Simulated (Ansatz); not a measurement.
The lowest singlet and triplet of ClIn (SMILES [Cl][In]); geometries from B3LYP-D3(BJ)/def2-TZVP, each state relaxed from the structure named, with no frequency check.
Singlet (charge 0, multiplicity 1):
```xyz
2

Cl     0.0000     0.0000    -1.8123
In     0.0000     0.0000     0.6287
```

| level | gap E(singlet) − E(triplet), vertical, at the singlet's geometry (kcal/mol) | cost |
|---|---|---|
| R-HF/def2-SVP | -60.90 | - |
| U-HF/def2-SVP | -60.90 | - |
| R-HF/def2-TZVPP | -60.15 | - |
| U-HF/def2-TZVPP | -60.15 | - |
| U-HF/def2-QZVPP | -59.99 | - |
| R-SVWN5/def2-TZVPP | -86.04 | ×0.7 |
| U-SVWN5/def2-TZVPP | -86.04 | ×0.7 |
| R-PBE/def2-TZVPP | -81.80 | ×1 |
| U-PBE/def2-TZVPP | -81.80 | ×1 |
| U-r2SCAN/def2-TZVPP | -78.42 | ×3 |
| U-B3LYP/def2-TZVPP | -83.58 | ×0.6 |
| R-PBE0/def2-TZVPP | -79.23 | ×0.6 |
| U-PBE0/def2-TZVPP | -79.23 | ×0.7 |
| R-BHLYP/def2-TZVPP | -80.63 | ×0.5 |
| U-BHLYP/def2-TZVPP | -80.63 | ×0.7 |
| R-wB97X-V/def2-TZVPP | -82.77 | ×1 |
| U-wB97X-V/def2-TZVPP | -82.77 | ×2 |
| R-B2PLYP/def2-TZVPP | -80.56 | ×0.7 |
| U-B2PLYP/def2-TZVPP | -80.56 | ×0.8 |
| R-MP2/def2-SVP | -70.83 | - |
| R-MP2/def2-TZVPP | -72.26 | - |
| U-MP2/def2-TZVPP | -72.26 | - |
| R-MP2/def2-QZVPP | -73.00 | - |
| U-MP2/def2-QZVPP | -73.00 | - |
| U-SCS-MP2/def2-SVP | -73.04 | - |
| U-SCS-MP2/def2-TZVPP | -74.93 | - |
| R-SCS-MP2/def2-QZVPP | -75.89 | - |
| U-SCS-MP2/def2-QZVPP | -75.89 | - |
| R-CCSD/def2-SVP | -73.47 | - |
| R-CCSD/def2-TZVPP | -74.35 | - |
| U-CCSD/def2-TZVPP | -74.35 | - |
| R-CCSD/def2-QZVPP | -74.80 | - |
| U-CCSD/def2-QZVPP | -74.80 | - |
| U-CCSD(T)/def2-SVP | -73.49 | ×0.5 |
| R-CCSDT/def2-SVP | -73.40 | - |
| R-CCSDT(Q)/def2-SVP | -73.40 | ×2 |
| SA-CASSCF(2,3)/def2-SVP | -75.17 | - |
| SC-NEVPT2 on SA-CASSCF(2,3)/def2-TZVPP | -76.75 | - |
| SC-NEVPT2 on SA-CASSCF(2,3)/def2-QZVPP | -77.01 | - |
| FIC-MRCISD+Q on SA-CASSCF(2,3)/def2-QZVPP | -76.27 | - |

The rows run from -86.04 (R-SVWN5/def2-TZVPP) to -59.99 kcal/mol (U-HF/def2-QZVPP). From def2-TZVPP to def2-QZVPP U-MP2 changes by -0.75. The 8 U-functionals in def2-TZVPP without D3 or D4 span 7.62, from U-SVWN5 to U-r2SCAN.

A positive gap puts the triplet lower; no zero-point energy. R- takes a restricted singlet. U- takes an unrestricted singlet (broken symmetry where lower, unprojected). The triplet is unrestricted in single-reference levels. Active spaces average the two states.

Correlated levels freeze the cores. Filled d and f shells under p-block atoms count as core.

The values were computed with Ansatz (an electronic-structure program).  In def2 rows elements past Kr take small-core potentials, without spin–orbit coupling.

Costs are rough ratios of core time to R-PBE/def2-TZVPP (about 10 s over the structures, on one shared machine); a dash marks a level with no comparable run of its own.
